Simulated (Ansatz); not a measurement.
System: C$_{4}$H$_{7}$, net charge -1, singlet state. It need not be the lowest isomer of its formula. Whether it binds its extra electron was not tested at this geometry. SMILES: C/C=[C-]/C
Geometry: optimised at B3LYP-D3(BJ)/def2-TZVP (Ansatz, a first-principles code).

Parts of the frozen-core correlation energy in cc-pVTZ (Ansatz, hartree). Frozen orbitals: 4; correlated occupied orbitals by spin: 12 and 12; virtual: 202 and 202. Spin-orbit coupling is left out. Non-relativistic.

```csv
term,value
reference (HF),-155.48714
MP2 opposite-spin,-0.53821
MP2 same-spin,-0.15813
CCSD correlation,-0.73467
(T),-0.03341
T1 diagnostic,0.015
largest doubles amplitude,0.075
```
